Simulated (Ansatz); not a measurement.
A structure relaxed at r2SCAN-D4/def2-SVPD in Ansatz, charge -1, doublet:

Cartesian coordinates in Å:
```
Li 0.882 -2.051 -0.035
Li 1.139 0.514 -2.452
Li -1.157 -1.175 1.105
Li 0.459 -0.127 2.670
Li -1.115 1.469 1.505
Li -0.792 -0.813 -1.496
Li 1.089 0.873 0.112
Li -0.815 1.823 -1.512
H 1.080 1.937 -1.405
H -0.910 -2.276 -0.407
H -0.834 0.451 -0.084
H 0.789 1.414 1.850
H 0.783 -1.563 1.662
H 1.390 -0.813 -1.238
H -0.622 0.407 -2.834
H -1.367 -0.070 2.560
```

Task: Give its formula.

Result: Li8H8⁻.

Task: Summarise the bond lengths by kind (pairs closer than 1.2 times the sum of covalent radii, bridged metal pairs left out).

Result: 5 × Li–Li 2.64 to 3.05 Å; 18 × H–Li 1.77 to 1.90 Å.

The highest occupied level of the charge -1 doublet lies above zero (up to 1.09 eV). By energy differences its removal costs 0.61 eV (vertical, to the charge 0 singlet, at PBE0-D4/def2-TZVPD). The relaxation made no stability test and no search for a lower SCF solution. The structure comes from a short search, and lower isomers may exist.
